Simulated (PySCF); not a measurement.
CH5BO, SMILES B(O)C. Atoms are numbered in the order given.

```xyz
8

B      0.5244     0.1352     0.0000
H      1.7152     0.2479     0.0000
C     -0.1655    -1.2724     0.0000
H      0.1596    -1.8506    -0.8713
H      0.1596    -1.8506     0.8713
H     -1.2590    -1.2457     0.0000
O     -0.1608     1.3075     0.0000
H     -1.1187     1.1970     0.0000
```
Charge 0, spin multiplicity 1.

Geometry optimised at B3LYP-D3(BJ)/def2-TZVP. One conformer was computed; it need not be the lowest.

Calculation: PBE0/pcJ-1 in PySCF.

Isotropic couplings with Fermi-contact, spin-dipole and both spin-orbit terms, one fixed conformer, no vibrational averaging. Isotopes: 11B, 13C, 1H.

Computed spin–spin coupling constants:
```tsv
pair	bonds apart	J (Hz)
B1–H2	1	139.5
B1–C3	1	51.6
C3–H4	1	114.4
C3–H5	1	114.4
C3–H6	1	116.4
B1–H4	2	-5.4
B1–H5	2	-5.4
B1–H6	2	-6.9
B1–H8	2	-5.8
H2–C3	2	17.6
H4–H5	2	-20.2
H4–H6	2	-14.3
H5–H6	2	-14.3
H2–H6	3	8.2
H2–H8	3	16.0
C3–H8	3	3.9
H4–H8	4	-1.1
H5–H8	4	-1.1
```
